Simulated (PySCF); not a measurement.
**Working out the ionisation energy of Kr**

Kr [Kr] (1S) → Kr⁺ [Ar] 3d10 4s2 4p5 (2P). Calculation: PySCF 2.14, in x2c-TZVPPall with one added diffuse shell each of s, p, d type (7s6p5d1f, 57 functions); the spin-free X2C one-electron Hamiltonian (Gaussian nucleus). Frozen: [Ne]. Energies in hartree (1 hartree = 27.21139 eV):

| part | Kr (lower) | Kr⁺ (upper) |
| --- | --- | --- |
| UHF | -2788.179789 | -2787.700038 |
| MP2 opposite-spin | -0.244123 | -0.220364 |
| MP2 same-spin | -0.111367 | -0.098569 |

Question: What does Hartree-Fock give?

Answer: (-2787.700038) − (-2788.179789) = 0.479751 hartree = 13.055 eV.

Question: What do MP2 and SCS-MP2 (6/5 opposite-spin, 1/3 same-spin) give?

Answer: The opposite-spin parts differ by 0.647 eV and the same-spin parts by 0.348 eV. MP2: 13.055 + (0.647) + (0.348) = 14.050 eV. SCS-MP2: 13.055 + 1.2 × (0.647) + (0.348)/3 = 13.947 eV.

Measured between the centres of the two terms (NIST): 14.222 eV, so MP2 (valence and next inner shell) is off by -0.172 eV.

What remains against the reference includes basis incompleteness, the frozen core and correlation beyond second order.
